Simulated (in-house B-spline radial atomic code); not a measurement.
# Removing one electron from the cerium ion Ce⁵⁴⁺

Closed shell [He] 2s2. Computed with a B-spline radial code for spherical atoms: Koopmans values of Dirac-Hartree-Fock plus a diagonal self-energy, in second order or with its direct term screened (direct RPA, with the hole-particle interaction, or full time-dependent Hartree-Fock), linearised in energy; no-pair Dirac-Coulomb Hamiltonian, finite nucleus. Shifts add to the Koopmans value (the ΔSCF shift is orbital relaxation alone); the final value takes TDHF screening with Breit and QED.

Command:
```bash
python run_mb.py task.json out
```
Settings (nuclear radius in fm, box in bohr, cutoff in hartree):
```
basis_form          2
Z                   58
core_configuration  [He] 2s2
rms_radius          4.8771
mass_number         140
speed_of_light      137.036
box_radius          2.405
lmax                7
intervals           56
virtual_cutoff      13456.0
```

Cost of the run: 1 s on 1 thread of Intel(R) Xeon(R) Platinum 8259CL CPU @ 2.50GHz, with other jobs on the host.

Energies in eV:

```json
{"subshell": "2s1/2", "Koopmans": "11226.76", "ΔSCF shift": "-0.326", "second order": "?", "direct RPA": "?", "hole-particle": "?", "TDHF": "?", "Breit + QED": "?", "final": "?"}
```

**Question.** What does the self-energy do to 2s1/2?

**Answer.** It shifts the removal energy by 5.948 eV in second order, 4.016 with direct RPA, 5.175 with the hole-particle term and 5.790 with TDHF screening (quasi-particle weight 0.993); Breit and QED add -16.415 eV. The final value is 11216.13 eV, against 11210 ± 5 eV (NIST, tabulated theory).
